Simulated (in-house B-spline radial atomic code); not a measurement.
The outermost shell (largest non-relativistic mean radius) with and without relativity; Dirac values are averaged over j. Computed with an all-electron radial atomic-structure program (B-spline basis): non-relativistic Hartree-Fock and Dirac-Hartree-Fock, averages of the configuration (point nuclei without relativity, finite nuclei with it).

```csv
ion,configuration,outermost shell,radius non-relativistic (bohr),radius Dirac (bohr),radius change (%),level non-relativistic (eV),level Dirac (eV),spin-orbit splitting (eV)
Al6+,[He] 2s2 2p3,2s,0.56867,0.56708,-0.27952,-270.272,-271,-
Ga6+,[Ar] 3d7,3d,0.67328,0.6751,0.27025,-145.913,-145.16,0.59649
In6+,[Kr] 4d7,4d,1.0364,1.0416,0.50415,-113.956,-112.86,1.0911
Tl6+,[Xe] 4f14 5d7,5d,1.2152,1.2247,0.78235,-102.674,-100.62,2.783
```
